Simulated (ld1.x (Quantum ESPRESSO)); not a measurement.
## Pseudopotential generation for Bi: TM, PBE, fully relativistic.

bismuth (Bi), norm-conserving Troullier–Martins (Kleinman–Bylander form), made with ld1.x (Quantum ESPRESSO) 7.5 (PBE, fully relativistic). Core [Xe], reference 4f14 5d10 6s2 6p3. Waves: 6s (bound): rc 1.80 bohr; 5d (bound): rc 1.85 bohr; 4f (bound): rc 0.45 bohr; 6p (bound): rc 2.10 bohr. Local part: the p channel. Core correction: a·sin(br)/r model core, default radius (core density twice the valence density).

Open shells are filled in proportion to 2j + 1 (rel_dist='average').

All-electron outer shells of the reference configuration (PBE, scalar-relativistic, ld1.x):

| shell | level (eV) | outermost node (bohr) | outermost maximum (bohr) |
| --- | --- | --- | --- |
| 5s | -157.79 | 0.44 | 0.77 |
| 4f | -152.59 | – | 0.34 |
| 5p | -95.86 | 0.48 | 0.86 |
| 5d | -27.08 | 0.51 | 1.03 |
| 6s | -14.48 | 0.98 | 1.88 |
| 6p | -4.57 | 1.14 | 2.44 |

Problem. Does the generator finish with these settings?

Solution. No. ld1.x (Quantum ESPRESSO) 7.5 stopped with "run_pseudo: Errors in PS-KS equation": the pseudo-atom solver did not find the valence states with the expected number of nodes, which is the usual sign of a ghost state. Before that it printed "Warning: n=4, l=3 expected 0 nodes, found 1".
